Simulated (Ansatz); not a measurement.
`O[Si@]1(F)O[C@@H]1Cl` + H₂ → `O[Si]1(F)CO1` + HCl at 600 K and 1 bar (hydrogenolysis of a C–Cl bond).

Gas-phase electronic energies from Ansatz, PBE0-D4/def2-TZVP geometries. CCSD(T)/CBS is the MP2 limit (def2-TZVPP, def2-QZVPP) plus CCSD(T) − MP2 in def2-TZVPP, frozen cores. This one scheme is used for every species. One conformer a species, not always the lowest.

```tsv
species	CCSD(T)/CBS energy (Eh)	H − E (kJ/mol)	S (J/(mol·K))
`O[Si@]1(F)O[C@@H]1Cl`	-1038.36054	161.5	428.3
H₂	-1.17544	43.9	150.8
`O[Si]1(F)CO1`	-579.18241	178.3	387.8
HCl	-460.38127	35.4	207.2
```

H − E and S are ideal-gas, rigid-rotor, harmonic terms from PBE0-D4/def2-TZVP, for one conformer and one mirror image of each species. For small species the MP2-based limit differs from directly extrapolated CCSD(T) by up to some mEh (0.8 for H₂); such offsets cancel only in part. 1 Eh = 2625.50 kJ/mol, R = 8.31446 J/(mol·K).

Q: By hand: ΔE, ΔH, ΔS and ΔG.

A: ΔE = (-579.18241) + (-460.38127) − (-1038.36054) − (-1.17544) = -0.02770 Eh = -72.7 kJ/mol. Δ(H − E) = 178.3 + 35.4 − 161.5 − 43.9 = 8.3, so ΔH = -64.4 kJ/mol. ΔS = 387.8 + 207.2 − 428.3 − 150.8 = 15.9 J/(mol·K). ΔG = -64.4 − 600 × (15.9)/1000 = -73.9 kJ/mol.

Q: By hand: the equilibrium constant, and the temperature at which ΔG would vanish if ΔH and ΔS stayed fixed.

A: log₁₀ K = −ΔG/(RT ln 10) = 6.4. ΔH and −TΔS have one sign here, so there is no such temperature.

ΔH outweighs TΔS. A doubt of 5 kJ/mol in ΔE shifts log₁₀ K by 0.4 here. Other conformers and mirror images would add mixing entropy, several J/(mol·K) or more a flexible species. These are equilibria of isolated gas molecules and say nothing of rates. Largest T1 diagnostic: 0.013 (customary marks: 0.02 for closed shells, 0.045 for open ones).
